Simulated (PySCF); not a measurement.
FIn (SMILES [F][In]), singlet, geometry from GFN2-xTB (such geometries of metal compounds can be far from the true shape) (core potentials on In). Base run: PySCF with R2SCAN/def2-SVP.

The PySCF input:
```python
from pyscf import gto, scf, dft

mol = gto.Mole()
mol.atom = '''
    In   -0.00000000   -0.00000000   -0.31421463
    F     0.00000000    0.00000000    1.71072408
'''
mol.basis = 'def2-svp'
mol.ecp = {'In': 'def2-svp'}
mol.verbose = 4
mol.build()

mf = dft.RKS(mol)
mf.xc = 'r2scan'
mf.kernel()
```

The base run was repeated with changes; each row names its change, and settings that it needs were set with it.

| change | ΔE vs base (mEh) | fitting functions | dipole (D) | outcome |
|---|---|---|---|---|
| base | 0.000 | - | 2.86 | converged |
| auxbasis = cc-pvdz-jkfit | - | - | - | input refused |
| auxbasis = def2-universal-jkfit | (withheld) | (withheld) | 2.86 | converged |
| auxbasis = def2-svp-ri | - | - | - | input refused |
| auxbasis = def2-tzvp-ri | - | - | - | input refused |
| auxbasis = even-tempered beta=3.0 | -72.077 | 219 | 2.82 | converged |
| auxbasis = def2-universal-jfit | -0.176 | 107 | 2.86 | converged |
| auxbasis = cc-pvtz-jkfit | - | - | - | input refused |
| auxbasis = even-tempered beta=2.0 | -0.474 | 335 | 2.86 | converged |
| auxbasis = default (with mf = mf.density_fit()) | -0.176 | 107 | 2.86 | converged |

Problem. Fill in the missing entries.

Solution. 
- auxbasis = def2-universal-jkfit, ΔE vs base (mEh): -0.059
- auxbasis = def2-universal-jkfit, fitting functions: 295

A fitting set is made for a task (jfit for Coulomb, jkfit for Coulomb and exchange, ri for correlation) and for a family of orbital bases.

- auxbasis = cc-pvdz-jkfit: ended with `pyscf.lib.exceptions.BasisNotFoundError: Basis set not found for In in cc-pvdz-jkfit`
- auxbasis = def2-svp-ri: ended with `pyscf.lib.exceptions.BasisNotFoundError: Basis set not found for In in def2-svp-ri`
- auxbasis = def2-tzvp-ri: ended with `pyscf.lib.exceptions.BasisNotFoundError: Basis set not found for In in def2-tzvp-ri`
